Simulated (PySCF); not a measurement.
# MN for M along group 13

PBE0 with double-zeta basis sets in PySCF, for the lowest determinant that a PBE0 search found; no spin–orbit coupling. De refers to high-spin ground-configuration atoms. A positive dipole means M(−)N(+).

| M | basis | state (unpaired electrons) | Re (Å) | ωe (cm⁻¹) | De (eV) | μ (D) |
| --- | --- | --- | --- | --- | --- | --- |
| B | x2c-SVPall | triplet (σ ↑, π ↑) | 1.317 | 1624 | 4.87 | -1.95 |
| Al | def2-SVPD | triplet (π ↑↑) | 1.941 | 621 | 2.64 | -1.34 |
| Ga | aug-cc-pVDZ-PP/aug-cc-pVDZ | triplet (π ↑↑) | 2.031 | 493 | 2.16 | -2.06 |
| In | x2c-SVPall | triplet (π ↑↑) | 2.209 | 461 | 1.80 | -2.12 |
| Tl | def2-SVP | triplet (π ↑↑) | 2.324 | 406 | 1.50 | -2.90 |

The shortest bond is that of BN (1.317 Å), the longest that of TlN (2.324 Å). BN is bound most strongly (4.87 eV) and TlN least (1.50 eV).

The rows differ in basis set, which adds steps of its own.

The state changes along the series, so neighbouring rows are not always alike in their bonding.

These are scalar-relativistic numbers at best; spin–orbit coupling would shift them, the dissociation energy most. States were picked by a PBE0 search and need not be the measured ground states.
